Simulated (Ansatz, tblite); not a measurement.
Cost and result up the ladder for Ge₂₀H₂₈, a nanocrystal cut from cubic germanium (48 atoms). Charge 0, multiplicity 1. Geometry: PBE-D4/def2-SVP.

```xyz
48

Ge    3.672   -1.855   -1.915
Ge    0.728   -1.887    4.128
Ge   -1.128    2.125    3.182
Ge    1.853    1.588   -3.099
Ge   -0.448    3.528   -0.476
Ge    1.230    0.089    0.585
Ge    0.034   -3.373   -0.906
Ge   -2.356   -1.370    1.543
Ge   -1.728    0.118   -2.126
Ge   -4.059    2.076    0.522
Ge    2.264   -1.308    2.315
Ge    2.856    0.352   -1.236
Ge    1.844   -3.351   -2.551
Ge    0.543    2.296    1.400
Ge   -1.400   -2.772    3.309
Ge   -3.041    0.832    2.370
Ge    1.175    3.799   -2.291
Ge   -0.141    0.459   -3.960
Ge   -2.422    2.316   -1.284
Ge   -0.720   -1.127   -0.273
H     4.667   -1.709   -3.105
H     4.449   -2.487   -0.724
H     1.401   -2.940    5.059
H     0.455   -0.615    4.979
H    -1.611    3.560    3.557
H    -0.517    1.479    4.460
H     2.902    1.744   -4.247
H    -0.909    4.931    0.035
H     0.545   -4.076    0.387
H    -1.171   -4.202   -1.441
H    -3.624   -2.083    0.969
H    -2.985   -0.658   -2.635
H    -4.505    3.487    1.012
H    -5.321    1.328    0.001
H     3.526   -0.594    2.885
H     2.743   -2.622    1.630
H     4.063    1.188   -0.700
H     2.398   -4.797   -2.729
H     1.269   -2.896   -3.922
H     1.804    3.063    1.911
H    -2.406   -2.894    4.492
H    -1.166   -4.201    2.739
H    -4.080    0.656    3.524
H     2.417    4.589   -1.783
H     0.528    4.614   -3.451
H    -0.807    1.365   -5.040
H     0.230   -0.894   -4.636
H    -3.048    3.129   -2.463
```

Ansatz on 11 threads of AMD EPYC 7R13 on a shared host and a whole NVIDIA H100 80GB HBM3; xTB runs through tblite on one thread. Times are rough, summed over both states, and most runs start from the orbitals of an earlier one. PBE0-D4/def2-TZVP serves as the yardstick here, not as an exact answer. The other state is a triplet.

The xTB rows come from tblite. Single mean-field runs in def2-TZVP are fitted with def2-universal-jkfit.

xTB has no spin-polarisation term.

| level | functions | vertical triplet (eV) | difference from PBE0-D4/def2-TZVP (eV) |
| --- | --- | --- | --- |
| PBE0-D4/def2-TZVP (with forces) | 1128 | 4.46 | 0.00 |
| PBE-D4/def2-TZVP (with forces) | 1128 | 3.86 | -0.60 |
| GFN2-xTB | 208 | 3.77 | -0.70 |
| GFN1-xTB | 236 | 3.04 | -1.42 |

Problem. Estimate how long each takes.

Solution. GFN1-xTB 1.2 s; GFN2-xTB 1.3 s; PBE-D4/def2-TZVP (with forces) 27 s; PBE0-D4/def2-TZVP (with forces) 85 s. On shared hardware such times vary by a factor of up to 3.
